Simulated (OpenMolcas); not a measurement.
Computed levels of 3s² 3p² in ions with 14 electrons, in cm-1 above ³P₀.

```
Program             : OpenMolcas 26.06
Method              : CASSCF
Basis               : ANO-RCC-VTZP
Scalar Hamiltonian  : DKH2, point nucleus
Spin-orbit coupling : state interaction with AMFI integrals over the reference wave functions, term energies averaged over their components
```

Active space for each ion: 4 electrons in 8 orbitals (3s 3p 4s 4p).

| Level | P+ | Cl3+ | Ar4+ |
| --- | --- | --- | --- |
| ³P₁ | 139 | 449 | 699 |
| ³P₂ | 400 | 1237 | 1879 |
| ¹D₂ | 12925 | 16611 | 19284 |
| ¹S₀ | 21655 | 30036 | 35084 |

Task: Estimate ³P₂, ¹D₂, ¹S₀ for S2+ from its neighbours P+ and Cl3+.

Result: ³P₂ is fine structure, which grows about as the fourth power of a screened charge, so the fourth roots are averaged: ((400^0.25 + 1237^0.25) / 2)^4 = 732. The calculation gives 740, so the estimate is off by -1.1 %; the measured value is 833 (NIST levels in Podobedova, Kelleher and Wiese, J. Phys. Chem. Ref. Data 38, 171 (2009)).
¹D₂ is another term, which grows about linearly with the charge: (12925 + 16611) / 2 = 14768. The calculation gives 15420, so the estimate is off by -4.2 %; the measured value is 11323 (NIST levels in Podobedova, Kelleher and Wiese, J. Phys. Chem. Ref. Data 38, 171 (2009)).
¹S₀ is another term, which grows about linearly with the charge: (21655 + 30036) / 2 = 25846. The calculation gives 26696, so the estimate is off by -3.2 %; the measured value is 27161 (NIST levels in Podobedova, Kelleher and Wiese, J. Phys. Chem. Ref. Data 38, 171 (2009)).

Without dynamic correlation excited terms often stand tens of per cent too high (terms of higher spin than the ground term too low), and those without a measured partner can miss by more than the paired ones (holds for P+). The run also gave levels led by 3s² 3p 4p, 3s² 3p 4s, which use shells meant for correlation; these and all levels above them are left out (holds for P+). The run also gave levels led by 3s² 3p 4p, which use shells meant for correlation; these and all levels above them are left out (holds for S2+). Active for correlation alone: 4p 4s; no level in the range computed is led by a configuration that fills them, so any true level of that kind is missing (holds for Cl3+; Ar4+). Measured partners are found by configuration, term and J. A level has none where our copy of the source lacks it or the pairing is in doubt (some pairs that miss far off the trend of their configuration count as doubtful), and it then counts in no deviation. Levels of configurations outside the active space are missing.
